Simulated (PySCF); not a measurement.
## Continuum solvent and chemical shifts

Bonds (- single, = double, # triple, : aromatic): C1=C2, C2-O3, O3-C4, C4=O5, C4-C6, C6-O7, O7-C8, C8=O9. C1 carries H10, H11; C2 carries H12; C6 carries H13, H14; C8 carries H15. H10 is cis to O3; H11 is trans to O3.

GIAO PBE0/pcSseg-1 in PySCF 2.14.0 with density-fitted response routines on one PBE0-D3(BJ)/def2-SVP conformer, non-relativistic, equivalent nuclei averaged. Solvents enter as an IEF-PCM continuum (dichloromethane with ε = 8.9, acetonitrile with ε = 35.7) around the gas-phase geometry. Shifts are referred to TMS computed in the same medium.

In dichloromethane, δ in ppm: C4 171.9, C8 168.5, C2 148.2, C1 104.2, C6 61.8, H15 8.09, H12 7.78, H10 5.32, H11 5.09, H13/H14 4.81. Dipole moment 3.01 D.

(1) How does each δ change in the more polar medium?

(2) Which nuclei move most (in ppm), and what does the model miss?

## Answers

(1) 
```json
{"atoms": "C4", "environment": "ester carbonyl carbon", "Δδ, acetonitrile": "+0.6"}
{"atoms": "C8", "environment": "ester carbonyl carbon", "Δδ, acetonitrile": "+0.7"}
{"atoms": "C2", "environment": "alkene carbon bearing oxygen", "Δδ, acetonitrile": "+0.1"}
{"atoms": "C1", "environment": "β carbon of an enol-ether or enamine type C=C", "Δδ, acetonitrile": "+0.3"}
{"atoms": "C6", "environment": "sp3 CH2 bonded to O, α to a carbonyl", "Δδ, acetonitrile": "+0.2"}
{"atoms": "H15", "environment": "hydrogen on an ester carbonyl carbon", "Δδ, acetonitrile": "+0.03"}
{"atoms": "H12", "environment": "hydrogen on an alkene carbon bearing oxygen", "Δδ, acetonitrile": "0.00"}
{"atoms": "H10", "environment": "hydrogen on a β carbon of an enol-ether or enamine type C=C", "Δδ, acetonitrile": "+0.03"}
{"atoms": "H11", "environment": "hydrogen on a β carbon of an enol-ether or enamine type C=C", "Δδ, acetonitrile": "+0.04"}
{"atoms": "H13/H14", "environment": "hydrogen on an sp3 CH2 bonded to O, α to a carbonyl", "Δδ, acetonitrile": "+0.05"}
```

Changes are relative to dichloromethane. The dipole moment becomes 3.11 D in acetonitrile.

(2) C4 (ester carbonyl carbon, +0.6 ppm) and C8 (ester carbonyl carbon, +0.7 ppm) in acetonitrile. A continuum only polarises the solute; specific hydrogen bonds, the anisotropy of aromatic solvents and changes of geometry or conformer are outside it.
